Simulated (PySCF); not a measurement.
Gas-phase reaction: Ga(CH3)3.NH3 ⇌ GaH3 + (CH3)3N

Computed with PySCF (xtb for GFN2) and rigid-rotor harmonic-oscillator thermochemistry at 1 bar. † marks an energy on the PBE0/def2-TZVP geometry and frequencies; other levels use their own. CCSD(T) freezes the core. All species are closed-shell singlets. Ga: all electrons, no relativistic terms. Adducts (Ga(CH3)3.NH3) have no counterpoise correction, and HF, PBE, BLYP, B3LYP and PBE0 lack dispersion. GaH3: computed as isolated molecules; such fragments, hydroxides, amides, oligomers or adducts are transient or little studied in the gas. CCSD(T) isn't extrapolated to the basis-set limit. The harmonic model lacks anharmonicity and excited electronic states, which grow with temperature; levels with a mode under 35 cm⁻¹ are left out. Internal rotation in (CH3)3N is treated as a harmonic vibration of one conformer, which makes the entropy rough. Soft modes under 120 cm⁻¹ make the harmonic entropy rough for Ga(CH3)3.NH3.

```csv
level,"ΔE electronic, kJ","ΔH°(298 K), kJ","ΔS°(298 K), J/K","ΔG°(600 K), kJ"
CCSD(T)/def2-SVP†,234,213,82,168
GFN2-xTB,16,-3,70,-41
HF/def2-TZVP†,209,188,82,143
PBE/def2-SVP,228,206,82,161
PBE0/def2-TZVP,248,227,82,182
r2SCAN/def2-TZVP†,261,240,82,195
```
ΔH° is lowest at GFN2-xTB and highest at r2SCAN/def2-TZVP†. No reference value is set beside these.
